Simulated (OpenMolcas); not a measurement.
Ce2+ among 7 point charges of -1.5 e arranged as a pentagonal bipyramid (D5h), 2.44 Å from the ion, with the axial distance 2.172 Å. The active orbitals were held to one l.

```
Program             : OpenMolcas 26.06
Method              : CASSCF
Basis               : ANO-RCC-VTZP [8s7p5d3f2g1h]
Scalar Hamiltonian  : DKH2, point nucleus
Active space        : 2 electrons in 7 orbitals (4f)
State averaging     : 2S+1 = 3 even, 21 roots; 2S+1 = 1 even, 27 roots kept (CI in the orbitals of an earlier block)
Spin-orbit coupling : state interaction with AMFI integrals over the reference wave functions
```

(1) What is the spin-free ground state?

(2) Where is the first state of the same spin?

(3) What are the lowest two levels with spin-orbit coupling?

(4) What is χT at 300 K, and how does it compare with the textbook value?

Answers

(1) A state of multiplicity 3, 2-fold in its orbital part, 100 % from free-ion H terms; it has the highest spin that f2 allows.

(2) A 1-fold state lies at 330 cm-1 above the ground state.

(3) A 2-fold level with g = 0.00, 0.00, 6.14, then a 1-fold level 408.8 cm-1 above it. Their leading multiplicities are 3 (98 %) and 3 (97 %).

(4) Hund's rules give f2 the level 3H4 with g = 0.800, so an isolated free-ion multiplet has χT = g² J(J+1) / 8 = 1.600 cm3 K/mol. The computed 1.341 at 300 K differs by -16 %, through the field's splitting, the mixing of terms and any other multiplet in reach.

Point charges carry no covalency, so the field is a model and not that of real ligands. An unlabelled pair can be two single states that coincide in this model. The first state left out of the spin-orbit step lies near 53000 cm-1 above the lowest spin-free state of the reference (among the parities and spins computed), and the lists stop at four fifths of that energy or lower. No measured value stands beside these numbers.

With an even number of electrons the g values are those of a degenerate or nearly degenerate non-Kramers pair.
